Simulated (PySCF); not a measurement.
# CaIn⁺: from constants to spectrum

RHF-CCSD(T) constants of CaIn⁺, ¹Σ⁺ (singlet), closed shell (PySCF, scalar-relativistic core potentials, basis sets Ca def2-SVPD, In def2-SVPD with ECP28; masses 39.9626 and 114.9039 u):

- ωe: 105.7 cm⁻¹
- ωexe: 0.303 cm⁻¹
- Be: 0.041665 cm⁻¹
- αe: 0.000185 cm⁻¹
- De to Ca + In⁺: 1.13 eV

Task: What force constant and bond length do these constants imply?

Result: Reduced mass μred = 29.650 u; k = 5.8918×10⁻⁷·μred·ωe² (u, cm⁻¹, mdyn/Å) = 0.195 mdyn/Å; Re = √(16.8576/(μred·Be)) (u, cm⁻¹, Å) = 3.694 Å.

Task: Estimate the centrifugal constant D from the Kratzer relation and find the Dunham coefficient a1.

Result: D = 4Be³/ωe² = 2.59e-08 cm⁻¹; a1 = −1 − αeωe/(6Be²) = -2.88.

Correlated steps freeze 9 core orbitals. Correlated levels converge slowly with the basis: in double zeta they bind strong bonds too weakly, by up to about 1 eV, and carry superposition errors of some tenths. Spin–orbit coupling is left out. For an ion De counts to the pair picked by the measured ionisation energies or electron affinities, which need not be the lowest pair at this level.
